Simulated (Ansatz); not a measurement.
`[SiH3][AlH]/[C]([InH2])=C/Cl` → Al• + 2 C• + Cl• + 7 H• + In• + Si•  (atomization)

Program: Ansatz. Geometries: PBE0-D4/def2-TZVP. ΔE: electronic, gas phase. CCSD(T)/CBS is the MP2 limit (def2-TZVPP, def2-QZVPP) plus CCSD(T) − MP2 in def2-TZVPP, frozen cores. This one scheme is used for every species, atoms too. Functionals use def2-TZVPP. B3LYP here is the variant with VWN-RPA as its local correlation; programs differ in this. HSE06 is defined as in plane-wave codes. Open shells (•) are unrestricted, without spin–orbit coupling. Spin–orbit coupling would lower the free atoms: a little for Al, C, Cl, Si; strongly for In. def2 core potentials past Kr. For In outer-core shells are correlated without core-valence functions, so the limit isn't a true one: a few kJ/mol of doubt a bond, and 10 to 20 or more in all where bonds break to atoms. One conformer a species, not always the lowest.

```tsv
level	ΔE (eV)	difference from CCSD(T)/CBS
LDA (SPW92)	45.62	5.37
HSE06-D4	40.08	-0.17
BHLYP-D4	39.09	-1.16
CAM-B3LYP-D4	40.02	-0.23
ωB97X-V	40.41	0.16
ωB97M-V	40.21	-0.04
B3LYP	39.19	-1.06
r2SCANh	40.02	-0.23
HSE06	39.74	-0.51
HF/def2-SVP	29.20	-11.05
MP2/def2-SVP	37.96	-2.29
CCSD(T)/def2-SVP	37.75	-2.50
HF/def2-TZVPP	29.11	-11.14
HF/def2-QZVPP	29.17	-11.08
MP2/CBS(def2)	40.49	0.24
CCSD/CBS(def2)	39.54	-0.71
CCSD(T)/CBS	40.25	0
```

Largest T1 diagnostic among the species: 0.018.

From r2SCAN to r2SCAN0 (25 % exact exchange), in def2-TZVPP and without D4, ΔE moves by −0.57 eV: exact exchange takes away binding that semilocal exchange gives to molecules. The D4 term adds +0.66 eV with B3LYP and +0.35 eV with PBE0; it sums over pairs of atoms, weighted by their polarisabilities, and B3LYP, whose exchange is more repulsive, gets the larger term.

For atomizations the MP2-based limit and the directly extrapolated one differ by several kJ/mol either way, and by 10 to 25 for some Ge, Se and Sn compounds, so smaller differences from it don't rank the levels.
